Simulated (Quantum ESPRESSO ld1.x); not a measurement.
Problem. Se10+, configuration [Ar] 3d6. Calculated with ld1.x of Quantum ESPRESSO 7.5: Dirac Kohn-Sham, PBE, spin-unpolarised, spherical densities, point nucleus; open shells fill j = l - 1/2 first. Some entries of the table are withheld. Estimate them.

orbital,occ.,eigenvalue (eV),<r> (bohr),<r^2> (bohr^2)
1s1/2,2,-12751.863,0.04408,0.002617
2s1/2,2,-1858.810,0.1954,0.04508
2p1/2,2,-1693.730,(1),(2)
2p3/2,4,-1651.929,(3),(4)
3s1/2,2,-440.821,0.5485,0.3442
3p1/2,2,(5),(6),0.3477
3p3/2,4,(7),(8),0.3581
3d3/2,4,-279.864,(9),0.3450
3d5/2,2,-278.695,(10),0.3481

Solution. 
(1) 2p1/2 <r> (bohr): 0.1683
(2) 2p1/2 <r^2> (bohr^2): 0.03476
(3) 2p3/2 <r> (bohr): 0.1721
(4) 2p3/2 <r^2> (bohr^2): 0.03621
(5) 3p1/2 eigenvalue (eV): -383.821
(6) 3p1/2 <r> (bohr): 0.5471
(7) 3p3/2 eigenvalue (eV): -377.115
(8) 3p3/2 <r> (bohr): 0.5554
(9) 3d3/2 <r> (bohr): 0.5372
(10) 3d5/2 <r> (bohr): 0.5398
